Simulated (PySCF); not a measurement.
Cl2Y, neutral, multiplicity 2. Atoms are numbered in the order given.

```xyz
3

Y      0.0000     0.0000     0.5231
Cl     0.0000    -2.1429    -0.6000
Cl     0.0000     2.1429    -0.6000
```
Charge 0, spin multiplicity 2.

The structure is a stationary point at PBE0-D3(BJ)/def2-TZVP. The spin state was assumed, not searched. The isomer is the one that the SMILES or the coordinates give; other isomers of the formula were not compared. The def2 effective core potentials stand for the cores of Y; spin–orbit coupling is left out.

Level of theory: TDA-PBE/def2-SVPD in PySCF.

Vertical excitations. 

```tsv
state	energy (eV)	λ (nm)	f	main pairs
root 1	0.94	1321	0.012	α HOMO→LUMO 99 %
root 2	0.98	1260	0.017	α HOMO→LUMO+1 99 %
root 3	1.72	721	0.000	α HOMO→LUMO+2 100 %
root 4	1.96	634	0.020	α HOMO→LUMO+3 100 %
root 5	3.04	408	0.135	α HOMO→LUMO+4 99 %
root 6	3.16	392	0.305	α HOMO→LUMO+5 98 %
root 7	4.17	298	0.025	α HOMO→LUMO+6 98 %
root 8	4.35	285	0.073	α HOMO→LUMO+7 97 %
root 9	4.46	278	0.000	α HOMO−1→LUMO 100 %
root 10	4.46	278	0.000	α HOMO−1→LUMO+1 49 %, β HOMO→LUMO 50 %
```
Unrestricted roots are not spin-pure.
